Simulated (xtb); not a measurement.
ClCu (SMILES [Cl][Cu]), singlet, from a rough starting geometry (GFN-xTB shapes and energies of metal compounds can be far from the true ones); GFN2-xTB run with xtb.

Here is a job for xtb.
```
$ xtb mol.xyz --gfn 2 --opt vtight --json

# file mol.xyz
2

Cu    -0.66078834    -0.55326830    -0.58230793
Cl     0.67933002     0.57936643     0.56727109
```

What the program printed (banner, timings and long lists left out):

```
   ID    Z sym.   atoms
    1   29 Cu     1
    2   17 Cl     2

           -------------------------------------------------
          |                Calculation Setup                |
           -------------------------------------------------

           -------------------------------------------------
          |                 G F N 2 - x T B                 |
           -------------------------------------------------

          ...................................................
          :                      SETUP                      :
          :.................................................:
          :  # basis functions                  20          :
          :  # atomic orbitals                  18          :
          :  # shells                            6          :
          :  # electrons                        18          :
          :  max. iterations                   250          :
          :  Hamiltonian                  GFN2-xTB          :
          :  restarted?                      false          :
          :  GBSA solvation                  false          :
          :  PC potential                    false          :
          :  electronic temp.          300.0000000     K    :
          :  accuracy                    1.0000000          :
          :  -> integral cutoff          0.2500000E+02      :
          :  -> integral neglect         0.1000000E-07      :
          :  -> SCF convergence          0.1000000E-05 Eh   :
          :  -> wf. convergence          0.1000000E-03 e    :
          :  Broyden damping             0.4000000          :
          :  net charge                          0          :
          :  unpaired electrons                  0          :
          ...................................................

 iter      E             dE          RMSdq      gap      omega  full diag
   1     -8.4400941 -0.844009E+01  0.631E+00    4.69       0.0  T
   2     -8.4417852 -0.169118E-02  0.367E+00    4.84       1.0  T
   3     -8.4426374 -0.852166E-03  0.855E-01    4.61       1.0  T
   4     -8.4428197 -0.182326E-03  0.457E-01    4.77       1.0  T
   5     -8.4429009 -0.811927E-04  0.273E-01    4.80       1.0  T
   6     -8.4429602 -0.592642E-04  0.164E-01    4.82       1.0  T
   7     -8.4429706 -0.104113E-04  0.286E-02    4.81       2.5  T
   8     -8.4429706 -0.548452E-07  0.126E-02    4.81       5.6  T
   9     -8.4429707 -0.165872E-07  0.333E-03    4.81      21.2  T
[...]
         :: total energy              -8.440805195261 Eh    ::
 * total energy  :    -8.4408052 Eh     change       -0.1776357E-14 Eh
 * total energy  :    -8.4410720 Eh     change       -0.2668146E-03 Eh
 * total energy  :    -8.4411210 Eh     change       -0.4902629E-04 Eh
 * total energy  :    -8.4411215 Eh     change       -0.4205425E-06 Eh
 * total energy  :    -8.4411217 Eh     change       -0.1955659E-06 Eh
 * total energy  :    -8.4411217 Eh     change       -0.3852918E-11 Eh
   *** GEOMETRY OPTIMIZATION CONVERGED AFTER 6 ITERATIONS ***
         :: total energy              -8.441121652266 Eh    ::
[...]
        12                         -0.0830908              -2.2610
        13                          0.0720631               1.9609
        14                          0.0801049               2.1798
        15                          0.0801049               2.1798
        16                          0.0848340               2.3085
        17                          0.0848340               2.3085
        18                          0.4281547              11.6507
      -------------------------------------------------------------
                  HL-Gap            0.1796447 Eh            4.8884 eV
             Fermi-level           -0.2985447 Eh           -8.1238 eV

     #   Z          covCN         q      C6AA      α(0)
     1  29 Cu       0.801     0.478   144.970    27.634
     2  17 Cl       0.801    -0.478   114.842    16.394

 Mol. C6AA /au·bohr⁶  :        504.079234
 Mol. C8AA /au·bohr⁸  :      30950.849683
 Mol. α(0) /au        :         44.027959

Wiberg/Mayer (AO) data.
largest (>0.10) Wiberg bond orders for each atom

 ---------------------------------------------------------------------------
     #   Z sym  total        # sym  WBO       # sym  WBO       # sym  WBO
 ---------------------------------------------------------------------------
     1  29 Cu   0.838 --     2 Cl   0.838
     2  17 Cl   0.838 --     1 Cu   0.838
 ---------------------------------------------------------------------------

Topologies differ in total number of bonds
Writing topology from bond orders to xtbtopo.mol

molecular dipole:
                 x           y           z       tot (Debye)
 q only:       -1.184      -1.001      -1.016
   full:       -1.705      -1.441      -1.462       6.783
molecular quadrupole (traceless):
                xx          xy          yy          xz          yz          zz
 q only:       -0.031      -0.070      -0.043      -0.001      -0.016       0.074
  q+dip:        0.029       0.239      -0.103       0.343       0.269       0.074
   full:        0.076       0.455      -0.129       0.563       0.454       0.054

optimized geometry written to: xtbopt.xyz

           -------------------------------------------------
          | TOTAL ENERGY               -8.441121652266 Eh   |
          | GRADIENT NORM               0.000000177788 Eh/α |
          | HOMO-LUMO GAP               4.888382108889 eV   |
           -------------------------------------------------

normal termination of xtb
```
